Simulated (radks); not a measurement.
Question: All-electron atom: Br in [Ar] 3d10 4s2 4p5. Calculated with a radial shooting solver on a logarithmic mesh with Libxc functionals: Dirac Kohn-Sham, PBE, spin-unpolarised, spherical densities, finite nucleus; open shells are shared between the two j in proportion to 2j + 1; Fermi nuclear charge, rms radius 4.1629 fm. Some entries of the table are withheld. Estimate them.

orbital,occ.,eigenvalue (hartree),<1/r> (bohr^-1),<r^2> (bohr^2)
1s1/2,2,-489.2525,35.66,(1)
2s1/2,2,-63.65850,7.955,0.04230
2p1/2,2,-57.32451,7.922,0.03252
2p3/2,4,-55.57882,7.662,0.03396
3s1/2,2,-8.74529,2.605,0.3498
3p1/2,2,-6.54311,2.488,0.3637
3p3/2,4,-6.29197,2.425,0.3773
3d3/2,4,-2.47459,2.162,0.4292
3d5/2,6,-2.43471,2.146,0.4352
4s1/2,2,-0.73968,0.7950,(2)
4p1/2,1.66667,-0.30114,0.6401,5.070
4p3/2,3.33333,-0.28292,0.6240,5.321

Answer: 
(1) 1s1/2 <r^2> (bohr^2): 0.002461
(2) 4s1/2 <r^2> (bohr^2): 3.222
